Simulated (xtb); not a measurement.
Input file for xtb: GFN2-xTB on GaH3O2 (SMILES [OH][GaH][OH]), a point of a torsion scan.

```
$ xtb mol.xyz --gfn 2 --opt vtight --chrg 0 --uhf 0 --input xcontrol
6

O     -1.72029032    -0.46750089     0.38187619
Ga     0.03830700     0.34972991     0.55254470
O      0.13559545     2.14731646     0.55290122
H     -1.90053221    -0.59895764    -0.57248233
H      0.90655452    -0.45672234     1.73410802
H      0.51452012     2.54810993     1.36104538
$constrain
  force constant=1.0
  dihedral: 4,1,2,3,90.0
$end
```

It printed:

```
[...]
           -------------------------------------------------
          |                Calculation Setup                |
           -------------------------------------------------



           -------------------------------------------------
          |                 G F N 2 - x T B                 |
           -------------------------------------------------

        Reference                      10.1021/acs.jctc.8b01176
      * Hamiltonian:
        H0-scaling (s, p, d)           1.850000    2.230000    2.230000
        zeta-weighting                 0.500000
      * Dispersion:
        s8                             2.700000
        a1                             0.520000
        a2                             5.000000
        s9                             5.000000
      * Repulsion:
        kExp                           1.500000    1.000000
        rExp                           1.000000
      * Coulomb:
        alpha                          2.000000
        third order                    shell-resolved
        anisotropic                    true
        a3                             3.000000
        a5                             4.000000
        cn-shift                       1.200000
        cn-exp                         4.000000
        max-rad                        5.000000


          ...................................................
          :                      SETUP                      :
          :.................................................:
          :  # basis functions                  21          :
          :  # atomic orbitals                  20          :
          :  # shells                           10          :
          :  # electrons                        18          :
          :  max. iterations                   250          :
          :  Hamiltonian                  GFN2-xTB          :
          :  restarted?                      false          :
          :  GBSA solvation                  false          :
          :  PC potential                    false          :
          :  electronic temp.          300.0000000     K    :
          :  accuracy                    1.0000000          :
          :  -> integral cutoff          0.2500000E+02      :
          :  -> integral neglect         0.1000000E-07      :
          :  -> SCF convergence          0.1000000E-05 Eh   :
          :  -> wf. convergence          0.1000000E-03 e    :
          :  Broyden damping             0.4000000          :
          :  net charge                          0          :
          :  unpaired electrons                  0          :
          ...................................................

 iter      E             dE          RMSdq      gap      omega  full diag
   1    -10.9115416 -0.109115E+02  0.156E+01    4.03       0.0  T
   2    -10.9276475 -0.161059E-01  0.903E+00    3.55       1.0  T
   3    -10.9277759 -0.128393E-03  0.141E+00    3.62       1.0  T
   4    -10.9282029 -0.426959E-03  0.276E-01    3.55       1.0  T
   5    -10.9282242 -0.213572E-04  0.104E-01    3.57       1.0  T
   6    -10.9282265 -0.224634E-05  0.301E-02    3.57       1.4  T
   7    -10.9282266 -0.123876E-06  0.132E-02    3.57       3.1  T
   8    -10.9282266 -0.406977E-07  0.204E-03    3.57      20.1  T
   9    -10.9282266  0.163183E-08  0.122E-03    3.57      33.4  T
  10    -10.9282266 -0.315821E-08  0.175E-04    3.57     233.0  T
  11    -10.9282266 -0.274980E-11  0.915E-05    3.57     446.0  T

   *** convergence criteria satisfied after 11 iterations ***

         #    Occupation            Energy/Eh            Energy/eV
      -------------------------------------------------------------
         1        2.0000           -0.6821496             -18.5622
       ...           ...                  ...                  ...
         3        2.0000           -0.5908681             -16.0783
         4        2.0000           -0.5493343             -14.9481
         5        2.0000           -0.5285144             -14.3816
         6        2.0000           -0.4756024             -12.9418
         7        2.0000           -0.4682201             -12.7409
         8        2.0000           -0.4502835             -12.2528
         9        2.0000           -0.4435599             -12.0699 (HOMO)
        10                         -0.3124587              -8.5024 (LUMO)
        11                         -0.1165429              -3.1713
        12                         -0.0548139              -1.4916
        13                         -0.0439918              -1.1971
        14                          0.0390395               1.0623
       ...                                ...                  ...
        20                          0.9711705              26.4269
      -------------------------------------------------------------
                  HL-Gap            0.1311012 Eh            3.5674 eV
             Fermi-level           -0.3780093 Eh          -10.2862 eV

 SCC (total)  
[...]
      10                         -0.2505701              -6.8184 (LUMO)
        11                         -0.1278196              -3.4781
        12                         -0.0158530              -0.4314
        13                          0.0329529               0.8967
        14                          0.0820483               2.2326
       ...                                ...                  ...
        20                          1.2381089              33.6907
      -------------------------------------------------------------
                  HL-Gap            0.1998180 Eh            5.4373 eV
             Fermi-level           -0.3504791 Eh           -9.5370 eV

 SCC (total)                   0 d,  0 h,  0 min,  0.002 sec
 SCC setup                      ...        0 min,  0.000 sec (  2.872%)
 Dispersion                     ...        0 min,  0.000 sec (  0.781%)
 classical contributions        ...        0 min,  0.000 sec (  0.369%)
 integral evaluation            ...        0 min,  0.000 sec ( 25.586%)
 iterations                     ...        0 min,  0.000 sec ( 22.795%)
 molecular gradient             ...        0 min,  0.001 sec ( 43.300%)
 printout                       ...        0 min,  0.000 sec (  3.847%)

         :::::::::::::::::::::::::::::::::::::::::::::::::::::
         ::                     SUMMARY                     ::
         :::::::::::::::::::::::::::::::::::::::::::::::::::::
         :: total energy             -10.921639822801 Eh    ::
         :: gradient norm              0.000153034788 Eh/a0 ::
         :: HOMO-LUMO gap              5.437324367064 eV    ::
         ::.................................................::
         :: SCC energy               -10.978466518986 Eh    ::
         :: -> isotropic ES            0.072231391617 Eh    ::
         :: -> anisotropic ES          0.001223597824 Eh    ::
         :: -> anisotropic XC         -0.000196475212 Eh    ::
         :: -> dispersion             -0.001808462115 Eh    ::
         :: repulsion energy           0.056826577951 Eh    ::
         :: add. restraining           0.000000118234 Eh    ::
         :: total charge               0.000000000000 e     ::
         :::::::::::::::::::::::::::::::::::::::::::::::::::::

           -------------------------------------------------
          |                Property Printout                |
           -------------------------------------------------

    * Orbital Energies and Occupations

         #    Occupation            Energy/Eh            Energy/eV
      -------------------------------------------------------------
         1        2.0000           -0.6833656             -18.5953
         2        2.0000           -0.6730936             -18.3158
         3        2.0000           -0.6098273             -16.5942
         4        2.0000           -0.5494375             -14.9510
         5        2.0000           -0.5030141             -13.6877
         6        2.0000           -0.4711382             -12.8203
         7        2.0000           -0.4636348             -12.6161
         8        2.0000           -0.4603902             -12.5279
         9        2.0000           -0.4503881             -12.2557 (HOMO)
        10                         -0.2505701              -6.8184 (LUMO)
        11                         -0.1278196              -3.4781
        12                         -0.0158530              -0.4314
        13                          0.0329529               0.8967
        14                          0.0820483               2.2326
        15                          0.0878455               2.3904
        16                          0.1400903               3.8121
        17                          0.1660751               4.5191
        18                          0.4668800              12.7045
        19                          0.9505098              25.8647
        20                          1.2381089              33.6907
      -------------------------------------------------------------
                  HL-Gap            0.1998180 Eh            5.4373 eV
             Fermi-level           -0.3504791 Eh           -9.5370 eV

     #   Z          covCN         q      C6AA      α(0)
     1   8 O        1.565    -0.446    21.822     6.303
     2  31 Ga       2.433     0.154   214.831    32.870
     3   8 O        1.564    -0.423    21.369     6.237
     4   1 H        0.806     0.328     0.643     1.260
     5   1 H        0.915     0.063     2.161     2.299
     6   1 H        0.807     0.325     0.651     1.267

 Mol. C6AA /au·bohr⁶  :        698.755210
 Mol. C8AA /au·bohr⁸  :      41764.815462
 Mol. α(0) /au        :         50.235418
Note: The following floating-point exceptions are signalling: IEEE_UNDERFLOW_FLAG IEEE_DENORMAL
normal termination of xtb


Wiberg/Mayer (AO) data.
largest (>0.10) Wiberg bond orders for each atom

 ---------------------------------------------------------------------------
     #   Z sym  total        # sym  WBO       # sym  WBO       # sym  WBO
 ---------------------------------------------------------------------------
     1   8 O    2.294 --     2 Ga   1.337     4 H    0.841
     2  31 Ga   3.483 --     1 O    1.337     3 O    1.303     5 H    0.779
     3   8 O    2.315 --     2 Ga   1.303     6 H    0.854     5 H    0.123
     4   1 H    0.893 --     1 O    0.841
     5   1 H    0.996 --     2 Ga   0.779     3 O    0.123
     6   1 H    0.895 --     3 O    0.854
 ---------------------------------------------------------------------------

Topologies differ in total number of bonds
Writing topology from bond orders to xtbtopo.mol

molecular dipole:
                 x           y           z       tot (Debye)
 q only:        0.388      -0.148       0.131
   full:        0.565      -0.174       0.210       1.594
molecular quadrupole (traceless):
                xx          xy          yy          xz          yz          zz
 q only:        0.107       4.304       0.455       3.717       2.359      -0.562
  q+dip:        0.107       5.014       0.322       4.940       2.725      -0.429
   full:        0.229       5.400      -1.539       2.865       3.604       1.310

           -------------------------------------------------
          |                Geometry Summary                 |
           -------------------------------------------------

      molecular mass/u    :      104.7456982
   center of mass at/Å    :       -0.2737167       0.5300974       0.7328589
  moments of inertia/u·Å² :        0.2211672E+02   0.7803548E+02   0.1000674E+03
rotational constants/cm⁻¹ :        0.7622120E+00   0.2160252E+00   0.1684628E+00

 * 5 selected distances

     #   Z          #   Z                                           value/Å
     1   8 O        2  31 Ga                                      1.6822262
     2  31 Ga       3   8 O                                       1.7259615 (max)
     1   8 O        4   1 H                                       0.9484684 (min)
     2  31 Ga       5   1 H                                       1.5018471
     3   8 O        6   1 H                                       0.9531386

 * 3 distinct bonds (by element types)

   Z      Z             #   av. dist./Å        max./Å        min./Å
   1 H    8 O           2     0.9508035     0.9531386     0.9484684
   1 H   31 Ga          1     1.5018471     1.5018471     1.5018471
   8 O   31 Ga          2     1.7040938     1.7259615     1.6822262


optimized geometry written to: xtbopt.xyz


           -------------------------------------------------
          | TOTAL ENERGY              -10.921639822801 Eh   |
          | GRADIENT NORM               0.000153034788 Eh/α |
          | HOMO-LUMO GAP               5.437324367064 eV   |
           -------------------------------------------------

------------------------------------------------------------------------
------------------------------------------------------------------------
 total:
 SCF:
 ANC optimizer:
```

The run finished.

Warnings raised: the energy holds the restraint's term.

Cost: around 0.12 core-seconds (rough).
